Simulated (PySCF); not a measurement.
Ga(H)2(nPr) (C3H9Ga), SMILES [CH2]([GaH2])CC.

The structure is a stationary point at PBE-D3(BJ)/def2-SVP. The structure was generated by enumeration; whether it is a known compound was not checked. The values are those of a single conformer.

The numbers are results of PBE-D3(BJ)/def2-SVP (PySCF), not measurements.

Frequencies are harmonic and unscaled.

```
mode  ν (cm⁻¹)  IR (km/mol)  moving atoms (share of kinetic energy)
----  --------  -----------  --------------------------------------
1           62          0.1                          H 76 %, C 23 %
2          108          0.4                          H 56 %, C 41 %
3          150          0.7                 C 56 %, H 35 %, Ga 10 %
4          253          0.0                                  H 94 %
5          292          3.7                 C 56 %, H 24 %, Ga 20 %
6          428         39.5                  H 79 %, C 12 %, Ga 8 %
7          465         24.3                                  H 93 %
8          612         28.0                  C 59 %, H 33 %, Ga 8 %
9          650         73.4                          H 84 %, C 13 %
10         728        176.3                                  H 98 %
11         759          3.6                          H 86 %, C 14 %
12         883          0.2                          H 55 %, C 45 %
13         952          8.7                           H 91 %, C 9 %
14        1021          4.0                          C 57 %, H 43 %
15        1067         16.3                          C 61 %, H 39 %
16        1135          0.3                          H 62 %, C 38 %
17        1177          0.7                          H 66 %, C 34 %
18        1272          0.1                           H 91 %, C 9 %
19        1297         13.4                          H 71 %, C 29 %
20        1343          3.2                          H 77 %, C 23 %
21        1372          1.9                          H 87 %, C 13 %
22        1410          0.9                                  H 95 %
23        1417          7.6                                  H 97 %
24        1426          3.2                                  H 93 %
25        1874        154.0                                  H 99 %
26        1883        264.8                                  H 98 %
27        2941          8.5                                  H 95 %
28        2959         18.8                                  H 96 %
29        2960         40.1                                  H 96 %
30        2979          2.0                           H 91 %, C 9 %
31        3002         21.6                           H 91 %, C 9 %
32        3046         34.4                           H 91 %, C 9 %
33        3051         29.0                           H 91 %, C 9 %
```
